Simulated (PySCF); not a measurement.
C₅H₈F₄O.
Cartesian coordinates in Å at the PBE0-D3(BJ)/def2-SVP level; atoms count from 1:
```
atom  x, y, z in Å
C1    -2.5363    1.0352   -0.5509
C2    -1.7535    0.0614    0.2913
O3    -0.4854   -0.1330   -0.3086
C4     0.3555   -0.9620    0.3661
F5    -0.0526   -2.2745    0.2410
C6     1.7443   -0.8511   -0.2221
C7     2.4239    0.4673    0.0444
F8     3.6915    0.4329   -0.3763
F9     2.4458    0.7431    1.3582
F10    1.8295    1.4903   -0.5637
H11   -2.6873    0.6353   -1.5641
H12   -1.9994    1.9913   -0.6353
H13   -3.5219    1.2240   -0.1010
H14   -2.2789   -0.9064    0.3700
H15   -1.6146    0.4487    1.3194
H16    0.3554   -0.7431    1.4526
H17    2.3764   -1.6418    0.2037
H18    1.6812   -1.0015   -1.3089
```

Computed with PySCF at PBE0/pcSseg-1, non-relativistic, on one gas-phase PBE0-D3(BJ)/def2-SVP geometry that isn't relaxed in the solvent. The solvent is an IEF-PCM continuum (van der Waals radii × 1.2). Specific hydrogen bonds and non-electrostatic terms are outside this model.

```tsv
run	E − E(gas) (kcal/mol)	HOMO (eV)	HOMO–LUMO gap (eV)	dipole (D)
gas	0.00	-8.55	10.07	1.65
P	-3.67	-8.40	10.19	1.83
Q	-2.32	-8.44	10.15	1.76
```

The runs were made in benzene and chloroform. Which run belongs to which solvent?

P = chloroform, Q = benzene. The dielectric constants are 2.271 (benzene), 4.711 (chloroform), and the energy falls further as ε rises. In this model the ground state sees the solvent through ε alone.

How constant is the ratio of the lowering to (ε − 1)/(2ε + 1)?

```
   solvent  (ε − 1)/(2ε + 1)  E − E(gas) (kcal/mol)  ratio (kcal/mol)  polarisation term (kcal/mol)
   benzene             0.229                  -2.32             -10.1                         -2.42
chloroform             0.356                  -3.67             -10.3                         -3.93
```

The ratio changes by +1.7 % in size from benzene to chloroform. The polarisation term is half the interaction of the solute with the induced surface charges.

The run took 97 s on one thread, Intel Xeon at 2.50 GHz (x86_64), no GPU, shared host with 64 logical CPUs at a one-minute load of 60, and the process peaked at 1.1 GiB of memory. This is the whole shielding run at PBE0/pcSseg-1 in chloroform, SCF included.
